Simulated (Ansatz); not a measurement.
## Molecular dynamics of C3H11NO2Si

Input file:

```yaml
crystal:
  periodic: [false, false, false]
  atoms:
    - { symbol: Si, position_ang: [0.059359, -0.101803, -0.065914] }
    - { symbol: "N", position_ang: [-0.108185, -0.331064, 1.709003] }
    - { symbol: H, position_ang: [-0.977783, 0.177878, 2.044879] }
    - { symbol: H, position_ang: [0.671256, 0.215084, 2.179571] }
    - { symbol: C, position_ang: [1.868905, 0.043576, -0.537923] }
    - { symbol: H, position_ang: [2.491972, -0.633819, 0.069399] }
    - { symbol: H, position_ang: [2.019712, -0.220684, -1.597696] }
    - { symbol: H, position_ang: [2.238683, 1.072345, -0.392155] }
    - { symbol: O, position_ang: [-0.662405, 1.358851, -0.674238] }
    - { symbol: C, position_ang: [-2.127448, 1.293659, -0.616443] }
    - { symbol: H, position_ang: [-2.541318, 1.173952, 0.419727] }
    - { symbol: H, position_ang: [-2.517647, 2.259515, -1.012731] }
    - { symbol: H, position_ang: [-2.565492, 0.474861, -1.242812] }
    - { symbol: O, position_ang: [-0.613964, -1.477711, -0.869206] }
    - { symbol: C, position_ang: [-1.579819, -2.185795, -0.017515] }
    - { symbol: H, position_ang: [-1.273782, -2.212482, 1.058645] }
    - { symbol: H, position_ang: [-2.608664, -1.742649, -0.067025] }
    - { symbol: H, position_ang: [-1.652978, -3.233014, -0.392167] }
basis:
  gaussian: { orbitals: STO-3G }
hamiltonian:
  xc: pbe
  dispersion: d4
md:
  timestep: 0.5
  n_steps: 237
  ensemble: nvt_nose_hoover
  temperature: 700.0
  initial_velocities: maxwell_boltzmann
  seed: 226301
  nose_hoover: { tau: 300.0, chain_length: 1 }
```

Command:

```bash
$ ansatz run input.yaml --threads 1 --pin off --max-ram 2048MiB --backend cpu --events-out ev --progress --plain --runs-dir out
```

It starts from a relaxed structure.

Output, in part (step lines, the closing report, with atoms numbered from 0):

```
md step     0: t =     0.00 fs  T =   700.0 K  F+E_penalty+E_count = -16532.60840729 eV  E_kin = 1.447712 eV  conserved = -16531.16069530 eV  (25 SCF iters)
[... lines left out ...]
Total energy: -16531.56895342 eV, -607.5239535385 hartree
Atom 0 at     0.162647    -0.139066     0.026860 Å, force    -2.507306     0.663943    -1.004494 eV/Å
Atom 1 at    -0.440955    -0.082937     1.760694 Å, force    -0.166290     2.450901    -1.240026 eV/Å
Atom 2 at    -0.086834     0.900683     2.152642 Å, force    -0.428701    -1.813340    -0.540255 eV/Å
Atom 3 at     0.103830    -0.774409     2.276515 Å, force     1.389100    -1.310951     1.621526 eV/Å
Atom 4 at     1.836260    -0.010412    -0.786197 Å, force     1.059671     0.815049    -0.295948 eV/Å
Atom 5 at     2.231304    -0.882763    -1.327479 Å, force    -0.444599    -0.550889     0.391180 eV/Å
Atom 6 at     1.731057     0.740888    -1.575478 Å, force    -0.277817     0.424813    -0.292599 eV/Å
Atom 7 at     2.661984     0.376854    -0.180269 Å, force     0.124346    -0.046020     0.540797 eV/Å
Atom 8 at    -0.682654     1.285082    -0.586007 Å, force     0.383989     0.235203    -0.491536 eV/Å
Atom 9 at    -2.163405     1.274980    -0.565757 Å, force     0.548349     1.057065    -0.713078 eV/Å
Atom 10 at    -2.545373     0.983144     0.445613 Å, force    -0.355011     0.814930     0.151406 eV/Å
Atom 11 at    -2.511886     2.345682    -0.993406 Å, force     0.591853    -2.254377     1.520615 eV/Å
Atom 12 at    -2.633754     0.522226    -1.244488 Å, force     0.175245    -0.144069    -0.404732 eV/Å
Atom 13 at    -0.470896    -1.501302    -0.854036 Å, force     0.295053     0.458265     0.417575 eV/Å
Atom 14 at    -1.537228    -2.158183    -0.115513 Å, force    -0.762605    -2.083495    -2.255182 eV/Å
Atom 15 at    -1.516574    -1.955908     0.935993 Å, force    -0.069521    -0.087861     1.821858 eV/Å
Atom 16 at    -2.589326    -1.991465    -0.467447 Å, force     0.106895     0.972768    -0.142785 eV/Å
Atom 17 at    -1.453614    -3.261520    -0.376799 Å, force     0.337348     0.398066     0.915678 eV/Å
Dipole moment:     0.313009    -0.081965     0.378644 e Å
```

The steps, from the saved trajectory:

```csv
time (fs),T (K),potential energy less start (eV),conserved less start (meV/atom)
0,700,0.000,0.00
3.5,441,0.543,0.39
7,323,0.789,0.54
10.5,504,0.409,0.13
14,351,0.728,0.28
17.5,257,0.926,0.49
21,349,0.733,0.28
24.5,255,0.927,0.31
28,251,0.937,0.38
31.5,363,0.704,0.21
35,294,0.850,0.36
38.5,316,0.808,0.47
42,446,0.535,0.22
45.5,384,0.666,0.26
49,305,0.835,0.51
52.5,350,0.741,0.39
56,383,0.670,0.19
59.5,356,0.731,0.34
63,309,0.833,0.49
66.5,320,0.809,0.36
70,409,0.625,0.27
73.5,359,0.732,0.39
77,311,0.835,0.42
80.5,436,0.576,0.31
84,425,0.602,0.32
87.5,361,0.737,0.34
91,439,0.577,0.28
94.5,329,0.810,0.39
98,276,0.922,0.33
101.5,421,0.620,0.14
105,296,0.886,0.40
108.5,228,1.030,0.44
112,405,0.660,0.11
115.5,302,0.880,0.30
```

The run went to its last step. The conserved energy stayed within 0.58 meV per atom of its start (net change 0.48 meV per atom), so the integration is sound. The mean temperature of the second half is 50 % below the set value. A run of 0.12 ps of so small a system gives no equilibrium averages. Limits of this set-up: minimal basis.

The same pairs are bonded in the first frame and the last. Pairs count as bonded within 1.25 times the sum of covalent radii (0.12 Å more for H–H).

Last frame:

```xyz
18
Properties=species:S:1:pos:R:3
Si 0.163 -0.139 0.027
N -0.441 -0.083 1.761
H -0.087 0.901 2.153
H 0.104 -0.774 2.276
C 1.836 -0.010 -0.786
H 2.231 -0.883 -1.327
H 1.731 0.741 -1.575
H 2.662 0.377 -0.180
O -0.683 1.285 -0.586
C -2.163 1.275 -0.566
H -2.545 0.983 0.446
H -2.512 2.346 -0.993
H -2.634 0.522 -1.244
O -0.471 -1.501 -0.854
C -1.537 -2.158 -0.116
H -1.517 -1.956 0.936
H -2.589 -1.992 -0.467
H -1.454 -3.261 -0.377
```

Time of the run: 16 min on 1 thread of Arm Neoverse V2 (shared host), peak memory 0.11 GiB.
